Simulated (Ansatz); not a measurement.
Mulliken charges of AlFGeH₄, SMILES `[F][GeH2][AlH2]` from r2SCAN/def2-TZVPP in Ansatz (PBE0-D4/def2-TZVP geometry).

| atom | x (Å) | y (Å) | z (Å) | charge (e) |
| --- | --- | --- | --- | --- |
| F1 | -2.229 | 0.085 | 0.224 | -0.398 |
| Ge2 | -0.744 | -0.303 | -0.633 | 0.265 |
| Al3 | 1.180 | 0.371 | 0.803 | 0.520 |
| H4 | -0.856 | -1.814 | -0.935 | -0.038 |
| H5 | -0.868 | 0.446 | -1.980 | -0.038 |
| H6 | 2.648 | 0.125 | 0.253 | -0.160 |
| H7 | 0.931 | 1.022 | 2.224 | -0.150 |

**Question.** By hand: the dipole of these point charges (1 e Å = 4.8032 D).

**Answer.** Σ q r = (0.806, -0.043, -0.103) e Å, of length 0.814 e Å = 3.91 D.

**Question.** How does the dipole of the full density compare? (Best estimate.)

**Answer.** Computed: (0.472, -0.036, -0.086) e Å, 2.31 D; the point charges give 1.69 times that, at 3° from its direction.

Point charges leave out the atoms' own dipoles, such as those of lone pairs, and Mulliken's split depends on the basis, so the two needn't agree.
